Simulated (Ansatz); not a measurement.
Reaction (hydrogenolysis of a C–Si bond): `CC(Cl)[SiH2]Cl` + H₂ → `CCCl` + `[SiH3]Cl`

Gas-phase electronic energies from Ansatz, PBE0-D4/def2-TZVP geometries. CBS: MP2 limit from def2 TZ/QZ plus the TZ coupled-cluster correction, frozen cores. This one scheme is used for every species. DFT in def2-TZVPP. One conformer a species, not always the lowest.

`CC(Cl)[SiH2]Cl`:

Cartesian coordinates in Å:
```
C 0.436 -1.164 0.721
C -0.573 -0.101 0.357
Cl -0.939 0.953 1.775
Si -0.016 1.136 -0.943
Cl 0.420 0.124 -2.686
H 0.063 -1.801 1.526
H 1.380 -0.720 1.045
H 0.635 -1.792 -0.153
H -1.527 -0.548 0.072
H -1.097 2.103 -1.232
H 1.218 1.810 -0.481
```

H₂:

Cartesian coordinates in Å:
```
H 0.178 0.189 -0.268
H -0.178 -0.189 0.268
```

`CCCl`:

Cartesian coordinates in Å:
```
C 0.174 0.778 -0.008
C -0.232 -0.665 0.142
Cl 0.384 -1.661 -1.209
H -0.218 1.359 0.832
H -0.222 1.202 -0.932
H 1.260 0.881 -0.021
H -1.314 -0.786 0.142
H 0.169 -1.107 1.054
```

`[SiH3]Cl`:

```xyz
5

Si    0.114    0.039    0.044
Cl   -1.707   -0.589   -0.667
H    -0.118    0.991    1.155
H     0.847    0.702   -1.058
H     0.864   -1.143    0.526
```

CCSD(T)/CBS gives -20.6 kJ/mol.

Task: Another level gave -22.1 kJ/mol. Which?
A. RPA@PBE/def2-TZVPP
B. BLYP/def2-TZVPP
C. r2SCAN/def2-TZVPP
D. revPBE/def2-TZVPP

Result: C. r2SCAN -22.1, revPBE -33.6, RPA@PBE/def2-TZVPP -26.5, BLYP -38.8 kJ/mol.

Task: What do rigid-rotor, harmonic-oscillator terms from PBE0-D4/def2-TZVP frequencies (298.15 K, 1 bar) make of the CCSD(T)/CBS value? (Best estimate.)

Result: Computed: ΔZPE = +19.1 kJ/mol, ΔH = -7.1 kJ/mol, ΔS = 37 J/(mol·K), ΔG = -18.0 kJ/mol.

Largest T1 diagnostic among the species: 0.009.

The D4 term adds +17.0 kJ/mol with B3LYP and +9.4 kJ/mol with PBE0; it sums over pairs of atoms, weighted by their polarisabilities, and B3LYP, whose exchange is more repulsive, gets the larger term. At CCSD(T), def2-SVP lies −10.4 kJ/mol from the extrapolated value and def2-TZVPP −3.3 kJ/mol.

CCSD(T)/CBS has its own doubt, a few kJ/mol and more with outer-core shells, so smaller differences from it don't rank the levels.

B3LYP here is the variant with VWN-RPA as its local correlation; programs differ in this.
